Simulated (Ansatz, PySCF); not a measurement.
Spin gap between two states, R1 and P1; the higher of the two is an excited state, each structure at its B3LYP-D3(BJ)/def2-TZVP stationary point, reached from a drawn start (curvature not checked).
R1, SiH2 (SMILES [SiH2]) (charge 0, multiplicity 1, Z-matrix in Å and degrees):
```
Si
H 1 1.5233
H 1 1.5233 2 91.50
```
P1, SiH2 (SMILES [SiH2]) (charge 0, multiplicity 3):
```tsv
atom	x (Å)	y (Å)	z (Å)
Si	0.0000	-0.5064	0.0000
H	1.2757	0.2532	0.0000
H	-1.2757	0.2532	0.0000
```

P less R. No zero-point or thermal terms; singlets are restricted closed shells; open shells are unrestricted.

Correlated levels freeze the cores. CBS: X⁻³ extrapolation of the correlation energy, Hartree–Fock from the larger set.

Run with Ansatz (Gaussian orbitals); PySCF for the D3/D4 terms. All values are computed, each at the level named.

PBE/def2-TZVPP gives 67.6 kJ/mol for the spin gap.

Question: How do the other levels lie against it? Give each less PBE: PBE-D3(BJ)/def2-TZVPP, r2SCAN/def2-TZVPP, B3LYP/def2-TZVPP, wB97M-V/def2-TZVPP, B2PLYP/def2-TZVPP, MP2/CBS(cc-pV(T+d)Z, cc-pV(Q+d)Z), CCSD(T)/CBS(cc-pV(T+d)Z, cc-pV(Q+d)Z).

Answer: PBE-D3(BJ)/def2-TZVPP 0.0; r2SCAN/def2-TZVPP -22.5; B3LYP/def2-TZVPP 18.2; wB97M-V/def2-TZVPP 33.6; B2PLYP/def2-TZVPP 15.5; MP2/CBS(cc-pV(T+d)Z, cc-pV(Q+d)Z) 6.4; CCSD(T)/CBS(cc-pV(T+d)Z, cc-pV(Q+d)Z) 18.1 kJ/mol. 6 of 7 lie above PBE; the widest gap is to wB97M-V/def2-TZVPP.

Ansatz is a program for electronic structure.
